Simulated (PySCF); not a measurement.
H2O3S, SMILES O=[SH](=O)O.

Geometry: PBE0-D3(BJ)/def2-SVP. The values are those of a single conformer.

The numbers are results of PBE0-D3(BJ)/def2-SVP (PySCF 2.14.0), not measurements.

Frequencies are harmonic and unscaled.

Computed vibrational spectrum:
```csv
mode,ν (cm⁻¹),IR (km/mol),moving atoms (share of kinetic energy)
1,217,108.0,"H 79 %, O 20 %"
2,409,24.4,"O 72 %, H 19 %, S 9 %"
3,460,35.1,"O 80 %, S 11 %, H 10 %"
4,573,68.8,"O 56 %, S 41 %"
5,852,211.6,"O 66 %, S 32 %"
6,1040,5.7,H 89 %
7,1095,38.9,H 92 %
8,1147,12.4,"H 80 %, O 18 %"
9,1217,188.8,"O 70 %, S 24 %"
10,1455,266.4,"O 50 %, S 47 %"
11,2561,59.1,H 97 %
12,3818,153.6,H 94 %
```
